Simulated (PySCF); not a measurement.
Ge(H)4 cation (GeH4), SMILES [GeH4] (connectivity only; charge and spin as stated), charge +1, multiplicity 2.

Geometry optimised at PBE-D3(BJ)/def2-TZVPD. A frequency run showed that this geometry is not a minimum. The multiplicity is an assumed one; other spin states were not compared. The isomer is the one that the SMILES or the coordinates give; other isomers of the formula were not compared.

Two levels are set side by side: PBE/def2-TZVPD (PySCF) and B3LYP/def2-TZVPD (PySCF). Same geometry, gas phase. Differences are taken from unrounded values.

```tsv
quantity	B3LYP	PBE	PBE minus B3LYP
α-spin orbital gap (eV)	7.98	6.20	-1.78
β-spin orbital gap (eV)	3.42	2.04	-1.39
mean polarisability (bohr³)	34.0	33.0	-1.0
```

Rough cost on one machine, each run with all the roots and properties that it gave: B3LYP against PBE within a factor of 2.
